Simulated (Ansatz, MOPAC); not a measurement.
Molecule: AsH$_{2}$, net charge 0, doublet state. SMILES: [AsH2]
Structure (B3LYP-D3(BJ)/def2-TZVP (Ansatz, a program for electronic structure) minimum search):
```xyz
3

As    -0.0239    -0.0491    -0.0281
H     -0.0021     1.4525    -0.3209
H      0.7904     0.1673     1.2490
```
Charge 0, spin multiplicity 2.

Property: size of the dipole moment, in D. Set-up: 6-31G* and kin with 6d, 5d where marked; UHF or UKS for open shells; LANL2DZ with its own core potentials from Na on; no spin-orbit coupling; non-relativistic; no dispersion term unless named. Ab initio and DFT rows: single points at B3LYP-D3(BJ) geometries (Ansatz). Semi-empirical rows: dipoles at the shared geometry.

```json
[
 {"level": "AM1", "program": "MOPAC", "size of the dipole moment (D)": "0.85"},
 {"level": "PM6", "program": "MOPAC", "size of the dipole moment (D)": "0.68"},
 {"level": "SVWN5/6-31G*", "program": "Ansatz", "size of the dipole moment (D)": "0.71"},
 {"level": "SVWN5/6-31G* with LANL2DZ past Ar", "program": "Ansatz", "size of the dipole moment (D)": "0.69"},
 {"level": "PBE/3-21G", "program": "Ansatz", "size of the dipole moment (D)": "0.69"},
 {"level": "PBE/6-31G*", "program": "Ansatz", "size of the dipole moment (D)": "0.59"},
 {"level": "BLYP/6-31G*", "program": "Ansatz", "size of the dipole moment (D)": "0.50"},
 {"level": "B3LYP/3-21G", "program": "Ansatz", "size of the dipole moment (D)": "0.58"},
 {"level": "B3LYP/LANL2DZ", "program": "Ansatz", "size of the dipole moment (D)": "0.60"},
 {"level": "B3LYP/6-31G*", "program": "Ansatz", "size of the dipole moment (D)": "0.52"},
 {"level": "B3LYP/6-31G* with LANL2DZ past Ar", "program": "Ansatz", "size of the dipole moment (D)": "0.52"}
]
```

No value to compare with is used here. The 11 habitual levels span 0.50 (BLYP/6-31G*) to 0.85 D (AM1).

The levels are drawn from those run, B3LYP/6-31G* more often than the rest, none by its result; runs whose electronic state is in doubt are left out.
